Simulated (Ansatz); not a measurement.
A structure relaxed at PBE0-D4/def2-TZVP in Ansatz, charge 0, singlet:

```
atom   x (Å)   y (Å)   z (Å)
 Ga1   1.090   0.666  -0.197
  H2   2.323  -0.208  -0.563
  H3   0.963   2.206  -0.026
  H4  -0.272   0.109  -1.148
 Ga5  -1.091  -0.666   0.197
  H6  -2.332   0.194   0.564
  H7  -0.947  -2.204   0.022
  H8   0.266  -0.098   1.151
```

Q: Give its formula, name or SMILES and point group.

A: (H2Ga-mu-H)2 (Ga2H6). Point group D2h (tolerance 0.1 Å).

Q: Summarise the bond lengths by kind (pairs closer than 1.2 times the sum of covalent radii, bridged metal pairs left out).

A: 8 × Ga–H 1.55 to 1.75 Å.
